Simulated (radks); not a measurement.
Fractional charge and spin in the 6s shell of gadolinium: the spin-up occupation runs from 0 to 1 and the spin-down occupation from 0 to 1; the fullest corner is Gd, [Xe] 4f(up 3.5, down 3.5) 5d(up 0.5, down 0.5) 6s(up 1, down 1). Method: scalar-relativistic Kohn-Sham, r2SCAN, spin-polarised, spherical densities, finite nucleus; meta-GGA in the generalised Kohn-Sham scheme; Fermi nuclear charge, rms radius of each element as measured or else 0.836 A^(1/3) + 0.57 fm; computed with a radial shooting solver on a logarithmic mesh with Libxc functionals. Energy (eV) above the fullest corner. The planes named below are the two flat planes that join the four corners, with an edge along up + down = one added electron.

down \ up       0    0.25     0.5   0.75      1
0          18.330  14.904  11.743  8.859  6.259
0.25       14.904  11.858   9.075  6.559  4.323
0.5        11.743   9.075   6.662  4.509  2.632
0.75        8.859   6.559   4.509  2.716  1.188
1           6.259   4.323   2.632  1.188  0.000

Corners above the fullest one (they belong to Gd+ and the next ion): (up 1, down 0) 6.259 eV, (up 0, down 1) 6.259 eV, (up 0, down 0) 18.330 eV. With half an added electron in each spin the energy lies 0.403 eV from the planes, and with half an added electron in spin up alone -0.551 eV. The planes are only a guide here: the flat-plane condition holds for ground states with one frontier orbital, while this shell lies below other occupied shells, so the corners above the fullest one are inner-hole states and not the ground states of those ions.
